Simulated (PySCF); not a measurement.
Job file and geometry (Å, from GFN2-xTB) of an NMR shielding run on SMILES CCCN1BNCC1, C5H13BN2, GIAO PBE0/pcSseg-1 NMR shielding, non-relativistic, gas phase (PySCF); density fitting, a coarse starting grid and PySCF grid level 2 are the driver's defaults:

```
$ OMP_NUM_THREADS=1 python probes_run.py task.json out

{"job": {"kind": "nmr", "xc": "PBE0", "basis": "pcSseg-1"}, "charge": 0, "multiplicity": 1}
C      3.135778    -0.610582    -0.386598
C      1.623637    -0.599767    -0.566696
C      0.943742     0.332724     0.447587
N     -0.467410     0.475296     0.234423
B     -1.203245     1.533378    -0.323859
N     -2.556187     1.165717    -0.300154
C     -2.756267    -0.142593     0.284741
C     -1.331634    -0.624684     0.618337
H      3.542315     0.389688    -0.517821
H      3.398870    -0.957498     0.610490
H      3.604950    -1.269587    -1.113521
H      1.237981    -1.614070    -0.446773
H      1.370252    -0.260692    -1.573094
H      1.393963     1.325450     0.368598
H      1.130664    -0.047382     1.462843
H     -0.768204     2.536748    -0.724604
H     -3.373686     1.672244    -0.587486
H     -3.252328    -0.822200    -0.421110
H     -3.381500    -0.082378     1.186416
H     -1.084357    -1.536164     0.059362
H     -1.216254    -0.846704     1.688446
```

Q: What does the program print?

A: 
```
coarse grid: 16704 points
cycle   1  E = -332.2302674775  dE =  9.755e-01  |g| = 4.747e-01  |ddm| = 3.903e+00
cycle   2  E = -332.2196263509  dE =  1.064e-02  |g| = 5.430e-01  |ddm| = 9.563e-01
cycle   3  E = -332.2889745035  dE = -6.935e-02  |g| = 6.166e-02  |ddm| = 5.286e-01
cycle   4  E = -332.2896090129  dE = -6.345e-04  |g| = 2.663e-02  |ddm| = 5.608e-02
cycle   5  E = -332.2897617109  dE = -1.527e-04  |g| = 5.211e-03  |ddm| = 2.184e-02
cycle   6  E = -332.2897673444  dE = -5.634e-06  |g| = 1.573e-03  |ddm| = 5.274e-03
final grid: 159072 points
cycle   7  E = -332.3333907698  dE = -4.818e-05  |g| = 9.926e-03  |ddm| = 2.929e-02
cycle   8  E = -332.3333818974  dE =  8.872e-06  |g| = 1.173e-02  |ddm| = 1.794e-02
cycle   9  E = -332.3334158253  dE = -3.393e-05  |g| = 7.534e-04  |ddm| = 9.575e-03
cycle  10  E = -332.3334159335  dE = -1.083e-07  |g| = 2.683e-04  |ddm| = 6.635e-04
cycle  11  E = -332.3334159476  dE = -1.405e-08  |g| = 4.939e-05  |ddm| = 2.113e-04
cycle  12  E = -332.3334159481  dE = -5.313e-10  |g| = 1.821e-05  |ddm| = 7.166e-05
converged SCF energy = -332.3334159481

GIAO shielding tensors (ppm)
atom      isotropic    diamagn.    paramagn.     s11        s22        s33       span
  0 C      173.425     244.886     -71.461    163.966    168.308    188.002     24.036
  1 C      158.684     249.240     -90.556    135.623    168.947    171.483     35.860
  2 C      131.934     244.767    -112.833    103.021    128.803    163.979     60.957
  3 N      165.010     325.932    -160.923     86.134    172.849    236.046    149.913
  4 B       77.080     198.707    -121.627     61.783     67.610    101.847     40.064
  5 N      184.931     323.686    -138.755    126.136    179.192    249.465    123.329
  6 C      137.975     247.685    -109.710    111.752    135.396    166.778     55.026
  7 C      134.522     246.303    -111.781    103.968    133.293    166.304     62.336
  8 H       30.857      28.564       2.294     26.490     29.135     36.947     10.457
  9 H       30.961      28.495       2.466     26.524     29.141     37.218     10.695
 10 H       30.508      26.995       3.513     25.867     27.760     37.897     12.030
 11 H       29.777      32.916      -3.139     24.372     31.345     33.615      9.243
 12 H       30.621      32.781      -2.159     25.945     30.891     35.028      9.082
 13 H       28.383      32.391      -4.008     23.011     29.827     32.311      9.300
 14 H       28.990      32.093      -3.102     24.071     29.972     32.928      8.857
 15 H       27.754      32.401      -4.647     25.985     27.606     29.672      3.687
 16 H       29.460      31.247      -1.788     22.430     27.101     38.849     16.419
 17 H       27.954      29.534      -1.579     23.534     26.383     33.946     10.412
 18 H       27.870      28.567      -0.697     23.163     26.298     34.148     10.986
 19 H       27.973      32.281      -4.308     22.704     28.505     32.710     10.006
 20 H       28.471      30.982      -2.510     24.338     27.101     33.974      9.636
```

Size and cost of the density-fitted run: 201 basis functions, 64 s wall time on 1 thread of an Arm Neoverse N1, shared host; peak memory 0.89 GiB.
